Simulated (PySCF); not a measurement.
A geometry optimisation on `F[C@@H]1C[C@H](F)[GeH2]1`.

Computed with PBE0-D3(BJ)/def2-SVP geometry optimisation, gas phase (PySCF 2.14.0). Start geometry: GFN2-xTB. The command runs a driver script over a list of jobs; the input below is this job's line of settings and its coordinates in Å.

Command:
```bash
OMP_NUM_THREADS=1 python probes_run.py task.json out
```

Input:
```
{"job": {"xc": "PBE0", "basis": "def2-SVP", "d3": "d3bj", "grid": 1, "shake": 0.01, "kind": "geom"}, "charge": 0, "multiplicity": 1}
F      0.069300     2.266520     0.525830
C      0.148590     1.166690    -0.272500
C     -1.081160     0.239540    -0.157200
C     -0.352310    -1.133880    -0.163920
F     -0.963180    -2.023920     0.716780
Ge     1.367930    -0.299050     0.362900
H      0.328400     1.528000    -1.289740
H     -1.806780     0.390030    -0.920170
H     -1.521570     0.399620     0.848960
H     -0.420490    -1.624460    -1.129030
H      1.626970    -0.299650     1.851170
H      2.643990    -0.637700    -0.382100
```

Output:
```
step   0  E = -2393.47547270  max force = 0.038977
step   1  E = -2393.47677259  max force = 0.016047
step   2  E = -2393.47962074  max force = 0.004502
step   3  E = -2393.48014560  max force = 0.002560
step   4  E = -2393.48028319  max force = 0.001513
step   5  E = -2393.48045180  max force = 0.001462
step   6  E = -2393.48057126  max force = 0.001805
step   7  E = -2393.48065633  max force = 0.001481
step   8  E = -2393.48069642  max force = 0.000717
step   9  E = -2393.48071685  max force = 0.000567
step  10  E = -2393.48073049  max force = 0.000688
step  11  E = -2393.48073805  max force = 0.000383
optimisation converged
```

Energies in Eh; «max force» is the largest Cartesian gradient component in Eh/bohr.

Q: Give the first gradient maximum in eV/Å.

A: With 1 Eh/bohr = 51.422 eV/Å, 2.004 eV/Å.

Summary of the converged run: final energy -2393.48074 Eh after 11 steps; dipole 1.70 D.

Q: Where do the atoms end?

A: 0.105 Å rms from the input after alignment:
```
atom  x, y, z in Å
F1     1.1170    2.0954    0.4251
C2     0.7855    0.9335   -0.2171
C3    -0.7261    0.7214   -0.3753
C4    -0.8327   -0.8050   -0.2614
F5    -1.9824   -1.2369    0.3400
Ge6    0.8965   -0.8157    0.7437
H7     1.3137    0.9082   -1.1855
H8    -1.1883    1.1752   -1.2673
H9    -1.2140    1.1537    0.5147
H10   -0.7428   -1.3043   -1.2413
H11    0.7025   -0.6742    2.2595
H12    2.0022   -1.8279    0.3959
```

Q: How long does this job take on one thread, Intel Xeon 6975P-C (x86_64), shared host with 192 logical CPUs at a one-minute load of 12? And the peak memory of the process?

A: About 96 s, with 0.52 GiB resident at the peak, the Python interpreter and its libraries included.
Labels such as C1 count atoms from 1, the log's own numbers from 0.
